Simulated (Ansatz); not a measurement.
# Abstraction of H: SnH2F2 + SnH2(CN) → SnHF2 + SnH3(CN)

Gas-phase species: SnH2F2 `[F][SnH2][F]`, singlet; SnH2(CN), doublet; SnHF2 `[F][SnH][F]`, doublet; SnH3(CN), singlet. A radical takes H: the energy is the difference in strength between two Sn–H bonds in different surroundings.

Shapes, held fixed at every level: PBE0-D4/def2-TZVP. Programs: Ansatz 0.2.0. The zero-point and thermal change to 298 K, harmonic and unscaled (PBE0-D4/def2-TZVP), is -0.3 kJ/mol.

```csv
level,kind,ΔH(298 K) (kJ/mol),less CCSD(T)/def2-TZVPP
MP2/def2-SVP,perturbation theory,-6.0,+1.5
MP2/def2-TZVPP,perturbation theory,-11.1,-3.6
HF/def2-SVP,Hartree–Fock,-0.1,+7.4
PBE-D4/def2-TZVPP,GGA,-19.5,-12.0
wB97M-V/def2-TZVPP,range-separated hybrid,-11.9,-4.4
wB97X-V/def2-TZVPP,range-separated hybrid,-12.5,-5.0
B2PLYP/def2-TZVPP,double hybrid,-13.8,-6.3
CCSD(T)/def2-TZVPP,coupled cluster or CI,-7.5,0.0
```

The highest level, CCSD(T)/def2-TZVPP, gives ΔH(298 K) = -7.5 kJ/mol; the levels span -19.5 to -0.1. The column of differences is taken from that level and isn't an error. No measured value is set beside it here. Open shells run unrestricted. For atoms past krypton def2 sets carry core potentials with scalar relativity. Outer-core shells of Sn are correlated, in sets that cover them unevenly.
